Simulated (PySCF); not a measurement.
## Peak assignment

Geometry:
```json
{"atom": "C1", "x (Å)": "-2.862", "y (Å)": "2.321", "z (Å)": "0.373"}
{"atom": "C2", "x (Å)": "-2.203", "y (Å)": "1.250", "z (Å)": "0.080"}
{"atom": "C3", "x (Å)": "-1.515", "y (Å)": "0.202", "z (Å)": "-0.278"}
{"atom": "Si4", "x (Å)": "-0.321", "y (Å)": "0.193", "z (Å)": "-1.757"}
{"atom": "C5", "x (Å)": "1.369", "y (Å)": "-0.121", "z (Å)": "-1.095"}
{"atom": "C6", "x (Å)": "2.467", "y (Å)": "-0.336", "z (Å)": "-0.645"}
{"atom": "C7", "x (Å)": "3.785", "y (Å)": "-0.589", "z (Å)": "-0.109"}
{"atom": "C8", "x (Å)": "-1.615", "y (Å)": "-1.058", "z (Å)": "0.456"}
{"atom": "O9", "x (Å)": "-2.231", "y (Å)": "-1.271", "z (Å)": "1.470"}
{"atom": "O10", "x (Å)": "-0.898", "y (Å)": "-2.023", "z (Å)": "-0.158"}
{"atom": "H11", "x (Å)": "-3.837", "y (Å)": "2.519", "z (Å)": "-0.040"}
{"atom": "H12", "x (Å)": "-2.474", "y (Å)": "3.050", "z (Å)": "1.065"}
{"atom": "H13", "x (Å)": "-0.375", "y (Å)": "1.531", "z (Å)": "-2.359"}
{"atom": "H14", "x (Å)": "-0.721", "y (Å)": "-0.848", "z (Å)": "-2.707"}
{"atom": "H15", "x (Å)": "3.771", "y (Å)": "-0.489", "z (Å)": "0.976"}
{"atom": "H16", "x (Å)": "4.105", "y (Å)": "-1.598", "z (Å)": "-0.368"}
{"atom": "H17", "x (Å)": "4.499", "y (Å)": "0.125", "z (Å)": "-0.522"}
{"atom": "H18", "x (Å)": "-0.952", "y (Å)": "-2.851", "z (Å)": "0.341"}
```

Calculated, not measured (PySCF): PBE0/pcSseg-1 with gauge-including orbitals, coordinates at the GFN2-xTB level. Averaged over atoms made equivalent by symmetry, fast rotation or ring inversion, non-relativistic, one computed conformer, no solvent.

References, each an isolated molecule treated in the same way: 13C (σref 186.93), 1H (σref 31.72) vs TMS.

(1) Assign these signals to the numbered atoms. 13C{1H} NMR (computed): δ 232.6 (C), 170.4 (C), 113.6 (C), 90.5 (C), 82.5 (C), 76.2 (CH2), 6.1 (CH3).

(2) Assign these signals to the numbered atoms. 1H NMR (300 MHz, computed): δ 6.08 (br s, 1H), 5.11 (s, 2H), 4.77 (s, 2H), 2.09 (s, 3H).

## Answers

(1) 
| δ (ppm) | atoms | environment | reason |
| --- | --- | --- | --- |
| 232.6 | C2 | central carbon of an allene | the central sp carbon of an allene is among the most deshielded carbons of hydrocarbons |
| 170.4 | C8 | carboxylic acid carbon | lone-pair donation from the attached heteroatom keeps it upfield of a ketone carbonyl |
| 113.6 | C6 | alkyne carbon | – |
| 90.5 | C3 | terminal carbon of a cumulated C=C=C unit | – |
| 82.5 | C5 | alkyne carbon | sp carbons lie upfield of alkene carbons because the cylindrical π system leaves one tensor component strongly shielded |
| 76.2 | C1 | terminal carbon of a cumulated C=C=C unit | – |
| 6.1 | C7 | propargylic methyl carbon | aliphatic region, no heteroatom directly attached |

(2) 
```tsv
δ (ppm)	atoms	environment	reason
6.08	H18	hydrogen on an acid hydroxyl oxygen	exchangeable, gas-phase position
5.11	H11/H12	hydrogen on a terminal carbon of a cumulated C=C=C unit	attached to an sp2 carbon and in the plane of the double bond
4.77	H13/H14	hydrogen on a silicon bonded to 2 C	–
2.09	H15/H16/H17	hydrogen on a propargylic methyl carbon	–
```

The OH or NH signal is concentration- and solvent-dependent in practice; the value given is the gas-phase one. Shifts are as computed. Against solution values, carbons near 30 ppm lie about +3 ppm off and those near 130 ppm about +5 ppm. Of 1211 compounds with measured shifts, 218 miss one by over three times the rms of a fit or turn the order of signals round; such compounds aren't used in these exercises. The C=O carbon of an acid or of an amide with N–H lies up to 10 ppm further downfield in solution, through hydrogen bonding that the calculation lacks. No couplings were computed; multiplicities are counted from neighbouring protons, with m where these are inequivalent, close in shift, in a saturated or five-membered ring or joined by F or P, and br s for small geminal =CH2 splittings.
